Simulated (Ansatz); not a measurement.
Ta₃Se₁₂. Total charge 0; doublet. Geometry PBE-D4/def2-SVP.

```xyz
15

Ta   -0.9802   -1.4533    1.0112
Ta   -0.6584   -0.2792   -2.2117
Ta    0.9889    1.6079    0.6050
Se   -2.9397   -0.1713    1.7172
Se   -0.8201   -3.3461    2.3485
Se   -1.6670    1.1552   -0.0421
Se    0.6826   -0.1739    2.7797
Se   -1.7729   -2.3336   -1.2035
Se    1.6578   -1.5409   -0.3764
Se    0.3726    2.0718   -1.8195
Se    3.1117    0.2769    0.2585
Se   -1.6154   -0.0705   -4.2962
Se    1.5179   -1.3897   -2.7719
Se    2.1523    3.6065    1.0103
Se   -0.0301    2.0401    2.9908
```

In the def2 sets Ta takes a core potential; there is no spin–orbit coupling. B3LYP takes the VWN-RPA correlation. Single mean-field runs in def2-SVP are fitted with def2-universal-jkfit.

(1) Estimate the α-spin orbital energies around the gap (eV) in Ansatz with PBE-D4/def2-SVP, r2SCAN-D4/def2-SVP, r2SCANh-D4/def2-SVP, B3LYP-D4/def2-SVP, PBE0-D4/def2-SVP.

Results:

(1) 
```
orbital  PBE-D4/def2-SVP  r2SCAN-D4/def2-SVP  r2SCANh-D4/def2-SVP  B3LYP-D4/def2-SVP  PBE0-D4/def2-SVP
HOMO−13            -7.60               -8.01                -8.43              -8.45             -8.80
HOMO−12            -7.50               -7.92                -8.35              -8.39             -8.74
HOMO−11            -7.34               -7.73                -8.15              -8.17             -8.52
HOMO−10            -7.13               -7.51                -7.92              -7.94             -8.28
 HOMO−9            -7.04               -7.42                -7.82              -7.84             -8.18
 HOMO−8            -7.00               -7.37                -7.76              -7.78             -8.12
 HOMO−7            -6.78               -7.15                -7.54              -7.56             -7.90
 HOMO−6            -6.73               -7.09                -7.46              -7.47             -7.79
 HOMO−5            -6.56               -6.95                -7.36              -7.38             -7.71
 HOMO−4            -6.49               -6.85                -7.23              -7.23             -7.56
 HOMO−3            -6.42               -6.79                -7.17              -7.18             -7.50
 HOMO−2            -6.34               -6.69                -7.02              -6.99             -7.28
 HOMO−1            -6.00               -6.35                -6.71              -6.71             -7.01
   HOMO            -5.81               -6.21                -6.60              -6.61             -6.92
   LUMO            -4.50               -4.62                -4.40              -4.02             -3.98
 LUMO+1            -4.18               -4.30                -4.07              -3.69             -3.64
 LUMO+2            -3.87               -3.99                -3.78              -3.42             -3.39
 LUMO+3            -3.83               -3.93                -3.71              -3.35             -3.32
 LUMO+4            -3.56               -3.64                -3.41              -3.06             -3.01
 LUMO+5            -3.52               -3.59                -3.37              -3.02             -2.98
 β HOMO            -5.98               -6.33                -6.67              -6.67             -6.96
 β LUMO            -5.43               -5.63                -5.47              -5.14             -5.11
```
